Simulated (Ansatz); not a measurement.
```yaml
crystal:
  periodic: [true, true, true]
  atoms:
    - {symbol: O, position_ang: [-0.216778, 1.535850, -1.162933]}
    - {symbol: Sn, position_ang: [0.009741, -0.005190, -0.001898]}
    - {symbol: O, position_ang: [1.705833, -0.942242, -0.141032]}
    - {symbol: O, position_ang: [-1.359391, -1.281853, -0.521261]}
    - {symbol: O, position_ang: [-0.090581, 0.667581, 1.817828]}
    - {symbol: H, position_ang: [-0.709633, 1.321370, -1.960105]}
    - {symbol: H, position_ang: [2.326066, -0.675439, 0.543461]}
    - {symbol: H, position_ang: [-1.052463, -2.190720, -0.456682]}
    - {symbol: H, position_ang: [-0.524294, 1.524343, 1.865421]}
basis:
  gaussian: {orbitals: def2-SVPD}
magnetization: {spin_polarized: true, initial_magnetization: 0}
hamiltonian: {xc: {name: wB97}}
output: {forces: true}
```

```sh
$ ansatz run in.yaml --threads 4 --pin off --events-out ev --progress --plain --max-ram 10444MiB
```

Q: How does Ansatz answer? (Best estimate.)

A: The calculation gave: The program refused the input.
```
Error: YAML parse error: error: line 2 column 3: crystal: missing field `lattice` (a structure is typed as `lattice` and `atoms`, a molecule's as `atoms` in Å alone, or read from a run's directory, `checkpoint`)
 --> <input>:2:3
1 | crystal:
2 |   periodic: [true, true, true]
3 |   atoms:
4 |     - {symbol: O, position_ang: [-0.216778, 1.535850, -1.162933]}
```
